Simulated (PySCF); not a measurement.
## [Co(SH)4]2-: what the settings change

[Co(SH)4]2- holds Co(II), d7, at total charge -2. The structure is a PBE0-D3(BJ)/def2-TZVP, IEF-PCM water geometry optimised for multiplicity 4; coordination tetrahedral, point group S4, metal–donor distances 2.35 Å.

```
9

Co    0.000    0.000    0.000
S     1.391    1.391    1.280
H     0.452    2.092    1.939
S    -1.391   -1.391    1.280
H    -0.452   -2.092    1.939
S    -1.391    1.391   -1.280
H    -2.092    0.452   -1.939
S     1.391   -1.391   -1.280
H     2.092   -0.452   -1.939
```

Method (PySCF 2.14, density fitting): CASSCF(7,5) with orbitals averaged over all microstates of the shell, strongly contracted NEVPT2 on the averaged canonical orbitals; basis x2c-TZVPall on the metal, x2c-SVPall elsewhere; spin-free X2C; IEF-PCM water; spin-orbit coupling by state interaction with the mean-field operator over all roots.

Base run: NEVPT2 ground state 4B (from 4A2), next 4E (from 4T2) at 3437, then 4B (from 4T2) at 6265 cm⁻¹, 10Dq(CASSCF) 3062, B(CASSCF) 1158, ζ 501 cm⁻¹, D 12.06 cm⁻¹, g 2.185 2.341 2.341, μeff(300 K) 4.56 μB.

(1) What happens with the basis x2c-TZVPall on all atoms?

(2) What happens with orbitals averaged over the highest spin alone?

NEVPT2 lifts 4E (from 4T2) from 2217 to 3437 cm⁻¹; on the d shell alone such lifts tend to overshoot.

Answers

(1) NEVPT2 ground state 4B (from 4A2), next 4E (from 4T2) at 3459, then 4B (from 4T2) at 6096 cm⁻¹, 10Dq(CASSCF) 3059, B(CASSCF) 1157, ζ 501 cm⁻¹, D 11.54 cm⁻¹, g 2.190 2.339 2.339, μeff(300 K) 4.56 μB. It took 28 s against 16 s on a shared host of the same kind.

(2) NEVPT2 ground state 4B (from 4A2), next 4E (from 4T2) at 3149, then 4B (from 4T2) at 5766 cm⁻¹, 10Dq(CASSCF) 3007, B(CASSCF) 1176, ζ 507 cm⁻¹, D 13.27 cm⁻¹, g 2.202 2.374 2.374, μeff(300 K) 4.62 μB.
